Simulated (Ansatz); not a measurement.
Basis-set extrapolation for C$_{2}$H$_{5}$AlSi (`C#C[SiH2][AlH2]`) (PBE0-D4/def2-TZVP geometry, frozen core, Ansatz 0.2.0). Multiplicity 1, RHF reference.

```json
{"": "HF", "def2-TZVPP": "-609.468935", "def2-QZVPP": "-609.487994"}
{"": "MP2 correlation", "def2-TZVPP": "-0.501104", "def2-QZVPP": "-0.535273"}
{"": "CCSD(T) correlation", "def2-TZVPP": "-0.570380", "def2-QZVPP": "not run"}
```

Energies in hartree. Use E(X) = E(∞) + A·exp(−7.88·√X) for Hartree–Fock and E(X) = E(∞) + B·X^(−2.97) for correlation, with X = 3 and 4, and add CCSD(T) minus MP2 of the smaller set to the MP2 limit.

Q: What is the CCSD(T) energy at the basis-set limit?

A: HF limit: -609.487994 + (-0.019059) × 0.13774 = -609.49062. MP2 limit: -0.535273 + (-0.034169) × 0.74074 = -0.56058. Higher-order term: -0.570380 − (-0.501104) = -0.06928. Total: -610.12048 hartree, 213.1 kJ/mol below CCSD(T)/def2-TZVPP.
